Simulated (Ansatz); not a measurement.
The first iterations of a band of CH$_{5}$AlOS (9 atoms, charge 0, multiplicity 1).

Method: RKS PBE-D4/def2-SVP (Ansatz).

```json
{
  "movable images": "5",
  "climbing image": "yes",
  "spring": "5.0 eV/Å²",
  "optimiser": "quadratic models (default)",
  "start path": "through a guess of the saddle point",
  "force threshold": "0.05 eV/Å",
  "iteration limit": "60",
  "end points": "relaxed"
}
```

Image 0:

```xyz
9
Properties=species:S:1:pos:R:3
Al -0.195 -0.264 -0.017
O 0.091 -1.641 0.972
S -1.911 -0.179 -1.409
H -2.382 -1.414 -1.079
C 1.028 1.247 0.110
H -0.456 -2.440 1.006
H 0.554 2.095 0.649
H 1.320 1.625 -0.892
H 1.950 0.971 0.660
```

Image 6:

```xyz
9
Properties=species:S:1:pos:R:3
Al -0.536 0.183 -0.459
O -0.367 -1.727 0.146
S -2.358 -0.150 -1.383
H -1.287 -1.833 -0.295
C 1.014 1.214 0.143
H -0.451 -1.992 1.085
H 0.691 2.139 0.663
H 1.625 1.525 -0.729
H 1.669 0.640 0.829
```

| iteration | highest image above the first end (eV) | largest band force component (eV/Å) |
| --- | --- | --- |
| 1 | 1.854 | 6.663 |
| 2 | 1.500 | 2.624 |
| 3 | 1.377 | 6.556 |
| 4 | 1.314 | 0.959 |
| 5 | 1.281 | 0.725 |
| 6 | 1.249 | 0.399 |

Problem. Does the band converge within its limit, and where does its top end?

Solution. The forces met the threshold. It ended after 18 iterations with the highest image 1.218 eV above the first end. A vibrational analysis at the climbing image gives 2 clearly imaginary modes (296i, 66i cm⁻¹): a point of higher order, so a lower path passes nearby. The orbitals stay closed-shell, which can raise the energy where a bond breaks towards radicals; this wasn't checked here.

Run time: 81 s on 2 threads of Intel(R) Xeon(R) Platinum 8488C (Sapphire Rapids), on a shared host, peak memory 0.15 GiB.
